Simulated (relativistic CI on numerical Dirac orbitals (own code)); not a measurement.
Hyperfine structure of Ne7+, mass number 21

Computed by Dirac-Coulomb-Breit CI, separate exchange-only KLI orbitals for each configuration, QED by a radiative potential, unscaled Slater integrals (own radial code, finite nucleus).

Configurations in the expansion (outside the closed core 1s2): 2s, 2p, 3s, 3p, 3d, 4s, 4p, 4f, 4d, 5s, 5p, 5g, 5f, 5d. Levels of other configurations are missing.

Nuclear spin I = 3/2, μ = -0.6617 μN, Q = 0.1016 b (tables of Stone and Pyykkö). The electronic factors are computed for point nuclear moments, without core polarisation or the Bohr-Weisskopf and QED corrections.

| Level | E (eV) | A (MHz) | B (MHz) |
| --- | --- | --- | --- |
| 2s 2S_1/2 | 0.000 | -10200 |  |
| 2p 2P°_1/2 | 16.005 | -2876 |  |
| 2p 2P°_3/2 | 16.207 | -570.6 | 243 |
| 3s 2S_1/2 | 136.254 | -2940 |  |
| 3p 2P°_1/2 | 140.628 | -882.1 |  |
| 3p 2P°_3/2 | 140.686 | -175 | 74.5 |
| 3d 2D_3/2 | 142.110 | -86.52 | 12.3 |
| 3d 2D_5/2 | 142.129 | -37.04 | 17.5 |

Levels with J = 0, under 50 % of one LS term, or S terms without an open s electron are left out. Small factors come from cancelling terms and can be off by tens of per cent or more.

At this charge configurations can still be misplaced by up to about 7 % of their energy.

(1) Give the hyperfine levels of 2s 2S_1/2 relative to its centre of gravity.

Answers

(1) With K = F(F + 1) − I(I + 1) − J(J + 1), E = AK/2: F = 1: 12750, F = 2: -7649 MHz.
